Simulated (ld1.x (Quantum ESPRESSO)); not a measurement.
# Configuration tests for Al (ultrasoft)

* Element: Al (Z = 13)
* Generator: ld1.x (Quantum ESPRESSO) 7.5
* Type: ultrasoft
* Functional: LDA (PZ)
* Relativity: non-relativistic
* Frozen core: [Ne]
* Valence charge: 3
* Reference configuration: 3s2 3p1
* Partial waves: 3s (bound): rcut 1.70, rcutus 2.20 bohr; 3s channel at 1.75 Ry: rcut 1.70, rcutus 2.20 bohr; 3p (bound): rcut 2.20, rcutus 3.00 bohr; 3p channel at 3.4 Ry: rcut 2.20, rcutus 3.00 bohr
* Local potential: all-electron potential smoothed inside 2.40 bohr (lloc = -1)
* Core correction: none
* Augmentation charge: PSQ, inside the norm-conserving radii

Energies are relative to the spin-unpolarised reference configuration 3s2 3p1; without spin polarisation the order of configurations can differ from experiment. Not all tests gave a result: test run stopped at test 6 of 9 (negative rho).

```
valence configuration  charge  ΔE all-electron (eV)  error AE − PS (meV)
              3s2 3p0      +1                 5.857                 +3.3
            3s2 3p0.5    +0.5                 2.129                 +0.5
            3s2 3p1.3    -0.3                -0.600                 +0.1
```

Question: What are ΔE and the potential's error for 3s1 3p0?

Answer: ΔE = 25.199 eV all-electron; the error (AE − PS) is +80 meV.

Question: What are ΔE and the potential's error for 3s1 3p2?

Answer: ΔE = 5.122 eV all-electron; the error (AE − PS) is +8.0 meV.
